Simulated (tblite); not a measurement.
Species: C6H7O3 (doublet state).
Z-matrix (Å and degrees, GFN2-xTB geometry), rows numbered from 1:
```
C 
O   1  1.4143
C   2  1.3797  1  114.76
O   3  1.4445  2  110.76  1   -75.92
C   4  1.3356  3  107.84  2  -116.29
C   5  1.3702  4  113.53  3    -2.59
C   6  1.3985  5  107.67  4     0.11
C   7  1.4251  3  123.92  2   -65.40
O   8  1.2180  7  125.46  3    -5.22
H   1  1.0939  2  111.11  3    61.44
H   1  1.0950  2  110.70  3   -60.48
H   1  1.0874  2  105.74  3  -179.32
H   3  1.1064  2  110.86  1    42.35
H   5  1.0747  4  116.28  3   178.30
H   6  1.0716  5  126.13  4  -179.13
H   8  1.1069  7  113.47  3   175.78
```

Computed values, GFN2-xTB/tblite, gas phase, harmonic and unscaled. Against measured fundamentals such values can be off by several per cent, at times by over 20. One conformer, not necessarily the lowest. Open shells enter through the occupations alone, without spin polarisation, and single modes of such species can be off by tens of per cent.

Harmonic wavenumbers (cm⁻¹): 74.7, 99.7, 138.7, 167.1, 186.0, 220.5, 317.6, 405.6, 496.7, 543.0, 565.5, 682.5, 756.6, 801.2, 824.9, 885.7, 895.1, 910.6, 1006.8, 1044.5, 1086.9, 1128.4, 1137.4, 1152.3, 1173.3, 1256.7, 1274.9, 1290.0, 1361.3, 1393.4, 1452.8, 1457.8, 1473.1, 1476.4, 1649.9, 2766.6, 2792.0, 2932.4, 2952.0, 3036.9, 3137.8, 3175.9.

A = 2035, B = 1764, C = 1002 MHz; mass 127.040 u (most abundant isotopes); point group C1, symmetry number 1; spin multiplicity 2.

**Question.** What is the zero-point energy?

**Answer.** ½Σν̃ = 25791 cm⁻¹ = 308.52 kJ/mol.

**Question.** What is S at 298.15 K and 1 bar for an ideal gas of classical rigid rotors and harmonic oscillators?

**Answer.** Translation 169.27, rotation 120.84, vibration 96.33, spin (R ln 2) 5.76: S = 392.2 J/(mol K).

**Question.** And Cp and H(298.15 K) − H(0)?

**Answer.** Cp = 139.59 J/(mol K), of which vibrations give 106.34 (their classical limit is 42 R = 349.2); H(298.15 K) − H(0) = 25.65 kJ/mol without the zero-point energy, 15.73 from vibrations.

**Question.** Blend soft modes into free rotors: weight 1/[1 + (100 cm⁻¹/ν̃)⁴] for the oscillator and the rest for a rotor with moment μB/(μ + B), μ = h/(8π²ν), B = 10⁻⁴⁴ kg m². What vibrational entropy results?

**Answer.** 91.99 J/(mol K) in place of 96.33, which changes −T·S at 298.15 K by +1.30 kJ/mol.

**Question.** How do the functions run with temperature in this model?

**Answer.** 
```
 T (K)  S (J/(mol K))  Cp (J/(mol K))  H − H(0) (kJ/mol)  G − H(0) (kJ/mol)  ln q(vib)
    50          243.4            49.3               1.92             -10.25       0.22
   100          284.8            71.1               4.97             -23.51       1.06
373.15          426.5           167.1              37.16            -122.00       6.84
   500          481.3           207.7              61.03            -179.63       9.55
   750          576.9           262.9             120.44            -312.25      14.80
  1000          657.6           297.1             190.76            -466.84      19.72
```

q(vib) and H(0) count from the zero-point level.

**Question.** Which modes carry the vibrational entropy at 298.15 K?

**Answer.** 74.7 cm⁻¹: 16.84; 99.7 cm⁻¹: 14.48; 138.7 cm⁻¹: 11.81; 167.1 cm⁻¹: 10.33; 186.0 cm⁻¹: 9.49; 220.5 cm⁻¹: 8.18 J/(mol K); the other 36 give 25.22 together.

Hindered rotation and anharmonicity are outside this model. Other conformers, if any are populated, would add a mixing term that is left out. The structure is chiral; the term R ln 2 for an equal mix with its mirror image is left out.
